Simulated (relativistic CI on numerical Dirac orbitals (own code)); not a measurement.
## Electric-dipole lines of Ba I

These numbers are calculated, not measured: Dirac-Coulomb-Breit CI, KLI orbitals optimised for each configuration, model QED (radiative potential, 1s self-energy scaled to tabulated hydrogen-like ionisation energies), valence Slater integrals scaled by 0.85, configuration energies shifted to the measured levels that pair with them (semi-empirical) (own radial code, finite nucleus).

Configurations in the expansion (outside the closed core [Xe]): 6s2, 6s 5d, 6s 6p, 5d 6p, 6s 7p, 5d2, 6p2, 6s 6d, 6s 7s, 5d 6d, 6s 8s, 6s 4f, 6s 7d, 6s 8p, 6d2, 5d 7s, 6s 5f, 6s 5g, 6s 8d, 6s 6f, 6p 6d. Levels of other configurations are missing.

| λ vac (Å) | Lower | Upper | A (s⁻¹) | gf | Branching (%) |
| --- | --- | --- | --- | --- | --- |
| 5702.9 | 6s 5d 1D_2 [5] | 5d 6p 1F°_3 [29] | 4.75e+07 | 1.62e+00 | n/a |
| 5835.6 | 6s 5d 3D_1 [2] | 5d 6p 3P°_2 [26] | 1.58e+06 | 4.04e-02 | n/a |
| 5864.2 | 6s 5d 3D_1 [2] | 5d 6p 3P°_1 [25] | 3.45e+07 | 5.34e-01 | n/a |
| 5872.2 | 6s 5d 3D_2 [3] | 5d 6p 3P°_2 [26] | 2.20e+07 | 5.68e-01 | n/a |
| 6341.0 | 6s 5d 3D_2 [3] | 5d 6p 3D°_3 [22] | 1.11e+07 | 4.70e-01 | n/a |
| 6418.3 | 6s 5d 3D_3 [4] | 5d 6p 3D°_3 [22] | 6.34e+07 | 2.74e+00 | n/a |
| 6425.6 | 6s 5d 3D_1 [2] | 5d 6p 3D°_2 [20] | 1.28e+07 | 3.97e-01 | n/a |
| 6470.1 | 6s 5d 3D_2 [3] | 5d 6p 3D°_2 [20] | 4.56e+07 | 1.43e+00 | n/a |
| 6508.0 | 6s 5d 3D_1 [2] | 5d 6p 3D°_1 [17] | 5.27e+07 | 1.00e+00 | n/a |
| 6550.7 | 6s 5d 3D_3 [4] | 5d 6p 3D°_2 [20] | 1.41e+07 | 4.52e-01 | n/a |
| 6553.7 | 6s 5d 3D_2 [3] | 5d 6p 3D°_1 [17] | 1.93e+07 | 3.74e-01 | n/a |
| 6865.4 | 6s 5d 1D_2 [5] | 5d 6p 3P°_2 [26] | 9.77e+05 | 3.45e-02 | n/a |
| 7146.3 | 6s 5d 3D_3 [4] | 5d 6p 3F°_4 [16] | 5.22e+07 | 3.60e+00 | n/a |
| 7305.1 | 6s 5d 3D_1 [2] | 5d 6p 1D°_2 [13] | 1.85e+07 | 7.40e-01 | n/a |
| 7342.7 | 6s 5d 3D_2 [3] | 5d 6p 3F°_3 [15] | 4.14e+07 | 2.34e+00 | n/a |
| 7362.6 | 6s 5d 3D_2 [3] | 5d 6p 1D°_2 [13] | 1.16e+06 | 4.72e-02 | n/a |
| 7446.7 | 6s 5d 3D_3 [4] | 5d 6p 3F°_3 [15] | 6.93e+06 | 4.03e-01 | n/a |
| 7677.8 | 6s 5d 3D_1 [2] | 5d 6p 3F°_2 [10] | 1.90e+07 | 8.38e-01 | n/a |
| 7741.4 | 6s 5d 3D_2 [3] | 5d 6p 3F°_2 [10] | 7.64e+06 | 3.43e-01 | n/a |
| 9565.8 | 6s 5d 1D_2 [5] | 5d 6p 3F°_2 [10] | 1.68e+07 | 1.15e+00 | n/a |

Terms are leading LS components. Brackets give the number of a level in order of energy, since labels repeat. The list gives strong lines, with weight on those to low levels, without configurations that were not tied to measured data, without lines whose two gauges differ by over a factor of 2.5, among the lowest 83 of 118 levels, so that lines to higher ones, which can be the strongest, are missing, and without lines across small gaps between configurations, and without 13 lines that miss the measured interval by over 3.5 %, start from a term whose rates miss tabulated ones by over 60 %, have gauges far apart or, lacking measured levels, span too small a gap for the errors found; lines with a level outside our table were not tested and can miss by more. Levels whose partners in the same complex of configurations lie outside the list can be far off, and so can their lines. Rates are taken at the computed energies, electric ones in the length gauge.

Configurations whose levels could be paired with our table of measured levels were shifted onto them, all but the ground configuration, by the median error of their levels; single terms can still be off by 1,000 to 2,000 cm⁻¹ or more, and rates follow the energies as ν³ (E1, M1) or ν⁵ (E2). The others borrow a shift and can be off by several thousand cm⁻¹ or more. The fine structure of a lone outer electron comes out too small, for d and f at times inverted, and misplaced configurations move strength between like terms. 15 of the 17 excited levels that our extract of the measured tables holds in this range could be paired (the sources list more); they are missed by 147 cm⁻¹ on average and 396 at most, after the shifts were fitted to these levels, and levels without a partner can miss by more.

LS names give the leading component of a level, which can be under half, so a name can repeat, a term be missing and a line seem to break the LS rules.
